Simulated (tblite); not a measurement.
Species: C7H5F2O (doublet state).
Geometry (GFN2-xTB, Å), atoms numbered from 1 in this order:
```
atom  x, y, z in Å
F1     3.3516   -0.4774    1.3515
C2     2.3712    0.0222    0.5870
F3     2.8807    0.0896   -0.6727
O4     1.3185   -0.8114    0.6665
C5     0.0643   -0.3506    0.2742
C6    -1.0140   -1.0915    0.7460
C7    -2.3066   -0.7234    0.3932
C8    -2.4456    0.3736   -0.4067
C9    -1.4203    1.1234   -0.8959
C10   -0.1206    0.7485   -0.5512
H11    2.1676    1.0620    0.9110
H12   -0.8266   -1.9466    1.3756
H13   -3.1531   -1.2909    0.7464
H14   -1.5842    1.9752   -1.5372
H15    0.7127    1.3053   -0.9519
```

All values are computed: GFN2-xTB (tblite) harmonic vibrations without scaling, gas phase. The method is semi-empirical: single wavenumbers can be off by several per cent or more. One conformer, not necessarily the lowest. Open shells enter through the occupations alone, without spin polarisation, and single modes of such species can be off by tens of per cent.

Harmonic wavenumbers (cm⁻¹): 49.1, 73.0, 138.5, 242.7, 314.3, 339.2, 359.9, 456.4, 490.7, 544.6, 578.5, 613.7, 630.2, 773.0, 817.8, 828.3, 882.5, 897.4, 967.9, 975.6, 1076.5, 1081.1, 1108.7, 1132.0, 1163.0, 1211.7, 1235.9, 1271.9, 1284.5, 1293.2, 1400.7, 1424.9, 1528.7, 1605.7, 2841.1, 3085.3, 3089.0, 3094.3, 3103.4.

A = 3617, B = 788.0, C = 672.8 MHz; mass 143.031 u (most abundant isotopes); point group C1, symmetry number 1; spin multiplicity 2.

Q: Zero-point energy?

A: Half the sum of the wavenumbers: 22002 cm⁻¹ = 263.21 kJ/mol.

Q: What is S at 400 K and 1 bar for an ideal gas of classical rigid rotors and harmonic oscillators?

A: Translation 176.86, rotation 127.12, vibration 129.55, spin (R ln 2) 5.76: S = 439.3 J/(mol K).

Q: And Cp and H(400 K) − H(0)?

A: Cp = 177.87 J/(mol K), of which vibrations give 144.61 (their classical limit is 39 R = 324.3); H(400 K) − H(0) = 41.11 kJ/mol without the zero-point energy, 27.81 from vibrations.

Q: How do the functions run with temperature in this model?

A: 
```json
{"T (K)": "100", "S (J/(mol K))": "289.7", "Cp (J/(mol K))": "64.3", "H − H(0) (kJ/mol)": "4.84", "G − H(0) (kJ/mol)": "-24.13", "ln q(vib)": "1.32"}
{"T (K)": "200", "S (J/(mol K))": "345.1", "Cp (J/(mol K))": "100.9", "H − H(0) (kJ/mol)": "13.04", "G − H(0) (kJ/mol)": "-55.98", "ln q(vib)": "3.18"}
{"T (K)": "300", "S (J/(mol K))": "393.6", "Cp (J/(mol K))": "140.9", "H − H(0) (kJ/mol)": "25.13", "G − H(0) (kJ/mol)": "-92.94", "ln q(vib)": "5.16"}
{"T (K)": "500", "S (J/(mol K))": "482.4", "Cp (J/(mol K))": "208.2", "H − H(0) (kJ/mol)": "60.48", "G − H(0) (kJ/mol)": "-180.71", "ln q(vib)": "9.32"}
{"T (K)": "800", "S (J/(mol K))": "594.3", "Cp (J/(mol K))": "265.8", "H − H(0) (kJ/mol)": "132.57", "G − H(0) (kJ/mol)": "-342.85", "ln q(vib)": "15.52"}
{"T (K)": "1000", "S (J/(mol K))": "656.1", "Cp (J/(mol K))": "288.0", "H − H(0) (kJ/mol)": "188.09", "G − H(0) (kJ/mol)": "-468.03", "ln q(vib)": "19.37"}
```

q(vib) and H(0) count from the zero-point level.

Q: What must be added to the electronic energy to get the Gibbs energy at 400 K and 1 bar?

A: ZPE + [H(400 K) − H(0)] − T·S = 263.21 + 41.11 − 175.72 = 128.60 kJ/mol.

Q: Which modes carry the vibrational entropy at 400 K?

A: 49.1 cm⁻¹: 22.74; 73.0 cm⁻¹: 19.46; 138.5 cm⁻¹: 14.19; 242.7 cm⁻¹: 9.70; 314.3 cm⁻¹: 7.72; 339.2 cm⁻¹: 7.16 J/(mol K); the other 33 give 48.58 together.

Hindered rotation and anharmonicity are outside this model. Other conformers, if any are populated, would add a mixing term that is left out. The structure is chiral; the term R ln 2 for an equal mix with its mirror image is left out.

Time: 0.38 s. Hardware: Arm Neoverse V2, one thread, shared host with 32 logical CPUs at a one-minute load of 14. This covers the Hessian and the dipole derivatives.
